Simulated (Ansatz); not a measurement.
# A basis-limit estimate, worked out

An elementary step of AlSiH$_{6}$O$_{2}$F$_{2}$, doublet (AlSiH₃OF ([F][Al][O][SiH3]) + H₂O + HF → AlHOF ([OH][Al][F]) + SiH₄O ([OH][SiH3]) + HF; bonds formed: O2–H7, H5–F8; bonds broken: H5–O6, H7–F8). “Start” is the structure reached by relaxing down from the saddle towards the reactants; PBE0-D4/def2-TZVP structures. The saddle:

Al1  (-1.036, 1.080, 0.595)
O2  (-0.072, -0.467, 0.234)
Si3  (-0.533, -1.851, -0.598)
F4  (-1.943, 1.318, -0.780)
H5  (1.404, 1.427, 0.519)
O6  (0.491, 2.113, 0.574)
H7  (1.005, -0.207, 0.305)
F8  (2.074, 0.434, 0.413)
H9  (-0.248, -1.689, -2.041)
H10  (0.244, -2.983, -0.043)
H11  (-1.982, -2.026, -0.354)
H12  (0.597, 2.853, 1.175)
(Å)

Computed with Ansatz 0.2.0 (basis: def2-TZVPP and def2-QZVPP); correlated methods freeze the cores; orbitals are unrestricted.

Energies in eV:

| quantity | saddle | start |
| --- | --- | --- |
| Hartree–Fock, triple zeta (X = 3) | -24036.00428 | -24036.41194 |
| Hartree–Fock, quadruple zeta (X = 4) | -24036.93591 | -24037.35150 |
| MP2 correlation, X = 3 | -33.22776 | -32.99360 |
| MP2 correlation, X = 4 | -36.10103 | -35.86670 |
| CCSD(T) correlation, X = 3 | -34.99009 | -34.78289 |

Question: Work out the barrier at the basis limit: extrapolate Hartree–Fock as E(X) = E∞ + A exp(−7.88 √X) and the MP2 correlation as E(X) = E∞ + B X^−2.97 (the exponents that Neese and Valeev fitted for def2-TZVPP and QZVPP), then add CCSD(T) − MP2 in triple zeta.

Answer: Each step is linear, so take the differences first (saddle − start): Hartree–Fock 0.40766 (X = 3) and 0.41559 (X = 4); MP2 correlation -0.23416 and -0.23433; CCSD(T) correlation -0.20720.
Two points give E∞ = E(4) + w [E(4) − E(3)], with w = 1/(exp(7.88 (2 − √3)) − 1) = 0.1377 for Hartree–Fock and w = 1/((4/3)^2.97 − 1) = 0.7407 for the correlation.
Hartree–Fock: 0.41559 + 0.1377 × 0.00793 = 0.4167 eV.
MP2 correlation: -0.23433 + 0.7407 × (-0.00017) = -0.2345 eV.
CCSD(T) − MP2: -0.20720 − (-0.23416) = 0.0270 eV.
Sum: 0.4167 + (-0.2345) + 0.0270 = 0.2092 eV, or 4.82 kcal/mol. Plain CCSD(T) in triple zeta gives 0.2005 eV, so the larger basis shifts the result by 0.0087 eV.

T1 diagnostic: at most 0.013. ⟨S²⟩ of the unrestricted Hartree–Fock references: 0.75 (a pure state has 0.75).

Labels in which every atom is bracketed show which atoms are joined, not bond orders.

For scale, one of the runs: CCSD(T)/def2-TZVPP, 292 basis functions, launched by `ansatz run in.yaml --threads 5 --pin off --events-out ev --progress --plain --max-ram 66560MiB --backend cuda --devices 0, --max-vram 37GiB`. Time: 23 s of wall clock on 5 CPU threads of an AMD EPYC 7R13 and a share of one NVIDIA H100; the host was shared. Peak host memory: 0.86 GiB.
